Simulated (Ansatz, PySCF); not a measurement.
ammonium (H₄N), SMILES [NH4+], charge +1. Atoms are numbered in the order given.

```xyz
5

N      0.0000     0.0000     0.0000
H      0.5918    -0.5918     0.5918
H     -0.5918    -0.5918    -0.5918
H     -0.5918     0.5918     0.5918
H      0.5918     0.5918    -0.5918
```
Charge +1, spin multiplicity 1.

Coordinates come from a B3LYP-D3(BJ)/def2-TZVPD optimisation.

Two levels are set side by side: PBE-D3(BJ)/def2-TZVPD (Ansatz, a quantum-chemistry and plane-wave program) and B3LYP-D3(BJ)/def2-TZVPD (Ansatz). Each level has its own optimised geometry; the coordinates shown are those of the second. Frequencies come from the Hessian of PySCF at each geometry. Differences are taken from unrounded values.

```tsv
quantity	B3LYP-D3(BJ)
mean bond length (Å)	1.025
bond N1–H2 (Å)	1.025
bond N1–H3 (Å)	1.025
bond N1–H4 (Å)	1.025
bond N1–H5 (Å)	1.025
highest harmonic wavenumber (cm⁻¹)	3460
mean harmonic wavenumber (cm⁻¹)	2403
zero-point energy (kcal/mol)	30.92
```

Task: What does PBE-D3(BJ) give, and how far is it from B3LYP-D3(BJ)? (The exact figures need the calculation; the answer reports its results.)

Result: 
```json
[
 {"quantity": "mean bond length (Å)", "PBE-D3(BJ)": "1.032", "PBE-D3(BJ) minus B3LYP-D3(BJ)": "0.007"},
 {"quantity": "bond N1–H2 (Å)", "PBE-D3(BJ)": "1.032", "PBE-D3(BJ) minus B3LYP-D3(BJ)": "0.007"},
 {"quantity": "bond N1–H3 (Å)", "PBE-D3(BJ)": "1.032", "PBE-D3(BJ) minus B3LYP-D3(BJ)": "0.007"},
 {"quantity": "bond N1–H4 (Å)", "PBE-D3(BJ)": "1.032", "PBE-D3(BJ) minus B3LYP-D3(BJ)": "0.007"},
 {"quantity": "bond N1–H5 (Å)", "PBE-D3(BJ)": "1.032", "PBE-D3(BJ) minus B3LYP-D3(BJ)": "0.007"},
 {"quantity": "highest harmonic wavenumber (cm⁻¹)", "PBE-D3(BJ)": "3400", "PBE-D3(BJ) minus B3LYP-D3(BJ)": "-60"},
 {"quantity": "mean harmonic wavenumber (cm⁻¹)", "PBE-D3(BJ)": "2350", "PBE-D3(BJ) minus B3LYP-D3(BJ)": "-53"},
 {"quantity": "zero-point energy (kcal/mol)", "PBE-D3(BJ)": "30.23", "PBE-D3(BJ) minus B3LYP-D3(BJ)": "-0.69"}
]
```

Exact exchange shortens and stiffens bonds; PBE has none. Differences between two approximate levels are no errors against the true value.
